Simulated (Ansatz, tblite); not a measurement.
Cost and result up the ladder for PtS₃⁻ (4 atoms). Total charge -1; doublet. Geometry: r2SCAN-D4/def2-SVPD.

```tsv
atom	x (Å)	y (Å)	z (Å)
Pt1	-0.521	-0.104	0.004
S2	1.675	-0.835	0.147
S3	1.503	1.214	-0.133
S4	-2.657	-0.276	-0.019
```

Ansatz on 2 threads of Arm Neoverse V2 on a shared host; xTB runs through tblite on one thread. Times are rough, summed over both states, and most runs start from the orbitals of an earlier one. PBE-QIDH/def2-TZVPD serves as the yardstick here, not as an exact answer. Differences are given only for rows in sets of like size (and for xTB, whose basis is part of the method), since another set adds its own error. The other state is a quartet at its own geometry.

In the def2 sets Pt takes a core potential; there is no spin–orbit coupling. The xTB rows come from tblite. LC-ωPBE has ω = 0.4 bohr⁻¹. B3LYP takes the VWN-RPA correlation. Correlated methods freeze 15 core orbitals; core or outer-core shells of Pt are correlated, in sets that lack core-valence functions. The rows differ in basis, and correlated rows in double-zeta sets carry the largest basis error. In CCSD on the charge -1 doublet the largest single amplitude is 0.21, so its Hartree–Fock determinant may place the open shell otherwise than the density functionals do. The structure comes from a short search, and lower isomers may exist.

Run but left out: MP2/def2-SVPD, MP2/def2-TZVPD (doublet: ⟨S²⟩ 1.03 to 1.04, where a pure state has 0.75).

Correlated methods converge slowly with the basis, most of all in double-zeta sets.

xTB has no spin-polarisation term.

```
                            level  functions  quartet − doublet (eV)  difference from PBE-QIDH/def2-TZVPD (eV)                                  remarks
                B2PLYP/def2-TZVPD        181                    0.78                                     -0.04                                        –
              B3LYP-D4/def2-TZVPD        181                    0.66                                     -0.16                                        –
                         GFN2-xTB         36                    0.88                                      0.06                                        –
             r2SCAN-D4/def2-TZVPD        181                    0.60                                     -0.22                HOMO above zero (quartet)
               RPA@PBE/def2-TZVPD        181                    0.80                                     -0.02                                        –
PBE-QIDH/def2-TZVPD (with forces)        181                    0.82                                      0.00                                        –
                PBE-D4/def2-TZVPD        181                    0.67                                     -0.15                HOMO above zero (quartet)
                CCSD(T)/def2-SVPD        116                    0.69                                         –  spin-contaminated (⟨S²⟩ 1.03) (doublet)
               LC-ωPBE/def2-TZVPD        181                    0.71                                     -0.10                                        –
                B97M-V/def2-TZVPD        181                    0.73                                     -0.09                HOMO above zero (quartet)
               PBE0-D4/def2-TZVPD        181                    0.67                                     -0.15                                        –
                         GFN1-xTB         36                    1.36                                      0.55                                        –
```

Estimate how long each takes.

GFN1-xTB 0.008 s; GFN2-xTB 0.009 s; PBE-D4/def2-TZVPD 12 s; PBE0-D4/def2-TZVPD 19 s; RPA@PBE/def2-TZVPD 21 s; B3LYP-D4/def2-TZVPD 21 s; r2SCAN-D4/def2-TZVPD 30 s; B2PLYP/def2-TZVPD 32 s; LC-ωPBE/def2-TZVPD 35 s; B97M-V/def2-TZVPD 43 s; PBE-QIDH/def2-TZVPD (with forces) 61 s; CCSD(T)/def2-SVPD 2.3 min. On shared hardware such times vary by a factor of up to 3.
